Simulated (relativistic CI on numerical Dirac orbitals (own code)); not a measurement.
## One change at a time: Au LXIII

Base calculation: Dirac-Coulomb-Breit CI, separate exchange-only KLI orbitals for each configuration, model QED, unscaled Slater integrals.

CI space (outside the closed core [Ne]): 3s²3p⁵, 3s²3p⁴3d, 3s3p⁶, 3s3p⁵3d, 3s3p⁴3d², 3p⁶3d, 3s²3p³3d4p, 3s²3p⁴4s, 3s3p⁴3d4s, 3p⁶4s, 3p⁶4p, 3s²3p⁴4p, 3s²3p⁴4d, 3s3p⁵4s, 3s²3p⁴4f, 3p⁵3d4p, 3s3p⁵4p, 3s3p⁵4d, 3s3p⁵4f, 3s²3p⁴5s, 3s²3p⁴5p, 3s²3p³4s4p, 3s²3p⁴5d, 3s²3p⁴5f, 3s²3p⁴5g, 3s3p⁴4s², 3s3p⁵5s, 3s3p⁵5p, 3s²3p³3d², 3s²3p²3d³, 3s3p³3d³, 3s²3p²3d²4s, 3s²3p²3d²4p, 3s²3p²3d²4d, 3p⁵3d², 3p⁴3d³, 3p⁴3d²4s, 3p⁴3d²4p, 3p⁴3d²4d, 3s²3p³3d4s, 3s3p³3d²4s, 3s²3p²3d4s², 3s²3p²3d4s4p, 3s²3p²3d4s4d, 3p⁵3d4s, 3p⁴3d4s², 3p⁴3d4s4p, 3p⁴3d4s4d, 3s²3p³4s², 3s3p³3d4s², 3s²3p²4s²4p, 3s²3p²4s²4d, 3s²3p³4p², 3s²3p²3d4p², 3s3p³3d4p², 3s²3p²4s4p², 3s²3p²4p³, 3s²3p²4p²4d. Double excitations out of closed p, d and f shells are left out; levels of such configurations are missing from the list, as are those of other unlisted configurations, and high levels can miss mixing partners. These lack a partner that the ground configuration has and come out too high: 3s²3p⁴4f, 3s3p⁵4p, 3s3p⁵4d, 3s3p⁵4f, 3s²3p⁴5s.

The lowest level and the first level of each name with at least 55 % of one term (blank where a level has no safe partner in the second run):

| Level | Base (eV) | Shift (eV) |
| --- | --- | --- |
| 3s²3p⁵ ²P°3/2 | 0.000 | 0.000 |
| 3s²3p⁴3d ²D3/2 | 289.006 | +1.372 |
| 3s²3p⁴3d ⁴F9/2 | 368.131 | +5.300 |
| 3s²3p⁴3d ²P1/2 | 376.580 | +4.192 |
| 3s²3p⁴3d ²D5/2 | 400.175 | +3.941 |
| 3s²3p⁵ ²P°1/2 | 477.609 | +4.891 |
| 3s3p⁶ ²S1/2 | 691.978 | +1.556 |
| 3s²3p⁴3d ⁴D1/2 | 722.075 | +6.330 |
| 3s²3p⁴3d ²G7/2 | 743.225 | +8.149 |
| 3s²3p⁴3d ²G9/2 | 849.533 | +10.823 |
| 3s3p⁵3d ⁴P°1/2 | 928.300 | +1.910 |

At this charge energies of transitions that change n are usually good to better than 1 %, and those within a shell (Δn = 0) to a few per cent.

Problem. One thing was changed in a second run, which moved the levels as shown. Which?
A. P86 correlation estimate
B. configuration mixing switched off
C. Breit term removed
D. QED terms removed

Solution. C. Breit term removed. The Breit term mainly narrows fine-structure intervals, so removing it widens them.

LS names give the leading component of a level, which can be under half, so a name can repeat, a term be missing and a line seem to break the LS rules.
